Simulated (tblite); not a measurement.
Compound: C₄H₁₀BF₂GaO.
SMILES with atom numbers: `[F:1][B:2]([F:3])[C@H:4]1[CH2:5][CH2:6][CH2:7][O+:8]1[GaH3-:9]` (hydrogens: H10 on C4; H11, H12 on C5; H13, H14 on C6; H15, H16 on C7; H17, H18, H19 on Ga9)

Computed with GFN2-xTB (tblite), gas phase: L-BFGS steps from a force-field or distance-geometry start until the largest atomic force falls under 0.01 eV/Å.

Step 98: E = -808.9369 eV
```
atom  x, y, z in Å  |  force x, y, z in eV/Å
F1     -2.0266    2.5580    0.9951    0.352  -0.161  -0.105
B2     -0.9208    1.9158    0.6850    0.091   0.034  -0.037
F3      0.1694    2.6355    0.5044   -0.231  -0.012  -0.042
C4     -0.7823    0.3306    0.5725   -0.037  -0.091  -0.020
C5     -1.7015   -0.4520   -0.3827   -0.122  -0.049   0.034
C6     -0.8561   -1.6956   -0.6764   -0.008   0.099   0.090
C7      0.5231   -1.0773   -0.8275    0.170   0.286   0.112
O8      0.5578    0.0101    0.1354   -0.315  -0.279  -0.028
Ga9     2.4261    0.8624    0.5809   -0.076  -0.084  -0.077
H10    -0.9298   -0.0810    1.5959    0.132  -0.012  -0.240
H11    -1.9011    0.0990   -1.3064    0.128   0.007   0.118
H12    -2.6529   -0.6718    0.0941   -0.040  -0.069  -0.010
H13    -0.8524   -2.3719    0.1771   -0.122  -0.016   0.084
H14    -1.1823   -2.2503   -1.5546    0.045   0.138  -0.012
H15     0.6689   -0.6652   -1.8394    0.022  -0.025   0.225
H16     1.3500   -1.7534   -0.5843   -0.045   0.083  -0.050
H17     3.0264   -0.4592    1.1866   -0.053   0.024  -0.048
H18     2.6816    1.0392   -0.9378    0.100   0.144  -0.023
H19     2.3925    2.0364    1.5748    0.008  -0.017   0.029
```

Step 99: E = -808.9459 eV
```
atom  x, y, z in Å  |  force x, y, z in eV/Å
F1     -2.0235    2.5180    1.0801    0.131   0.001  -0.061
B2     -0.9263    1.9096    0.7022    0.138   0.072  -0.014
F3      0.1388    2.6572    0.4928   -0.188  -0.035  -0.044
C4     -0.7772    0.3361    0.5557   -0.031  -0.058  -0.035
C5     -1.7041   -0.4486   -0.3821   -0.073  -0.011   0.023
C6     -0.8510   -1.6849   -0.6727   -0.026  -0.005   0.014
C7      0.5325   -1.0681   -0.8293    0.000   0.014   0.062
O8      0.5457    0.0557    0.0693   -0.016  -0.035   0.090
Ga9     2.4043    0.8553    0.5631   -0.032   0.006  -0.040
H10    -0.8756   -0.0990    1.5671    0.036  -0.058  -0.024
H11    -1.9000    0.1046   -1.3027    0.057   0.007   0.043
H12    -2.6516   -0.6730    0.0994   -0.040  -0.054  -0.015
H13    -0.8571   -2.3615    0.1824   -0.072  -0.004   0.019
H14    -1.1803   -2.2313   -1.5546    0.060   0.066   0.001
H15     0.7005   -0.7078   -1.8509    0.003   0.038   0.036
H16     1.3545   -1.7318   -0.5450   -0.009  -0.001  -0.019
H17     2.9271   -0.4653    1.2253   -0.010  -0.039  -0.023
H18     2.7474    0.9933   -0.9431    0.069   0.120  -0.005
H19     2.3861    2.0507    1.5356    0.001  -0.024  -0.009
```

**Question.** Estimate the geometry and energy of step 100. (The exact step hangs on the optimiser's Hessian estimate; all steps are aligned on step 99, rigid shifts and turns removed.)

**Answer.** E = -808.9519 eV, largest force 0.155 eV/Å
```
atom  x, y, z in Å  |  force x, y, z in eV/Å
F1     -2.0171    2.5296    1.0511    0.078   0.003  -0.042
B2     -0.9204    1.9107    0.6910    0.050  -0.051  -0.018
F3      0.1441    2.6509    0.4812   -0.029   0.045  -0.078
C4     -0.7794    0.3324    0.5650    0.005  -0.041   0.002
C5     -1.7021   -0.4523   -0.3763   -0.073  -0.004   0.005
C6     -0.8524   -1.6884   -0.6760   -0.015   0.022   0.044
C7      0.5296   -1.0695   -0.8259    0.038   0.036   0.049
O8      0.5491    0.0321    0.1016   -0.038  -0.061   0.069
Ga9     2.4074    0.8568    0.5696   -0.052   0.009  -0.062
H10    -0.8930   -0.0859    1.5831    0.040  -0.067  -0.064
H11    -1.8943    0.1028   -1.2960    0.038   0.023   0.033
H12    -2.6497   -0.6754    0.1029   -0.078  -0.068  -0.006
H13    -0.8578   -2.3743    0.1707   -0.079  -0.006   0.046
H14    -1.1813   -2.2248   -1.5630    0.048   0.054  -0.023
H15     0.6903   -0.6877   -1.8429    0.007   0.032   0.093
H16     1.3521   -1.7407   -0.5608   -0.008   0.023  -0.023
H17     2.9557   -0.4593    1.2100   -0.001  -0.060   0.001
H18     2.7288    1.0044   -0.9390    0.070   0.136  -0.026
H19     2.3806    2.0477    1.5463   -0.001  -0.025   0.001
```

The energy changes by -0.0060 eV. The first-order estimate −F·Δx gives -0.0072 eV and the mean of the old and new forces, exact on a quadratic surface, -0.0059 eV. The step makes an angle of 78° with the force vector and moves no atom by more than 0.040 Å.

The cost below is that of the whole relaxation. Hardware: one thread of an Arm Neoverse N1, no GPU, shared host with 64 logical CPUs at a one-minute load of 58. Cost: 3.0 s.
